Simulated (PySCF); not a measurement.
Species: CH3F3OSi.
SMILES with atom numbers: `[OH:1][SiH2:2][C:3]([F:4])([F:5])[F:6]` (hydrogens: H7 on O1; H8, H9 on Si2)

Cartesian coordinates in Å at the PBE0-D3(BJ)/def2-SVP level; atoms count from 1:
```
atom  x, y, z in Å
O1    -1.6232    0.9465    0.3400
Si2   -0.7493   -0.2948   -0.3196
C3     1.0961   -0.1917    0.2395
F4     1.6456    0.9847   -0.1199
F5     1.8237   -1.1626   -0.3347
F6     1.2505   -0.3085    1.5643
H7    -1.4143    1.8437    0.0633
H8    -0.7083   -0.2570   -1.8094
H9    -1.3112   -1.5631    0.2011
```

Level of theory: TDDFT PBE0/def2-SVPD, vertical, gas phase, core orbitals frozen in the response (PySCF).

Transition dipole moments from the ground state, in atomic units and in the frame of the coordinates above (overall signs are arbitrary), for the states with f of 0.002 or more among the lowest 8:

```
state  E (eV)      μx      μy      μz
   S2   7.992   0.009  -0.193  -0.055
   S3   8.584  -0.193   0.048   0.039
   S4   8.864  -0.091  -0.032  -0.212
   S5   8.970  -0.225  -0.034  -0.221
   S6   9.124   0.493   0.175   0.294
   S7   9.252  -0.221   0.196  -0.486
   S8   9.294  -0.055  -0.095  -0.103
```

Problem. Work out the oscillator strengths.

Solution. f = (2/3) ΔE |μ|² with ΔE in hartree (27.2114 eV).

```csv
state,|μ|² (au),|μ| (D),f
S2,0.040,0.51,0.008
S3,0.041,0.52,0.009
S4,0.054,0.59,0.012
S5,0.101,0.81,0.022
S6,0.361,1.53,0.081
S7,0.323,1.45,0.073
S8,0.023,0.38,0.005
```

Problem. Which bond between heavy atoms lies closest to the direction of the S6 transition dipole?

Solution. Si2–C3, at 20° from it; next C3–F6 at 56°.

Problem. What angle do the transition dipoles of S6 and S7 make?

Solution. |cos θ| = |μa·μb| / (|μa| |μb|) = 0.64, so θ ≈ 50° (taken between 0 and 90°, since the signs are arbitrary).

All these states lie below the vertical ionisation energy of 11.43 eV (ΔSCF).

One conformer stands for the species.
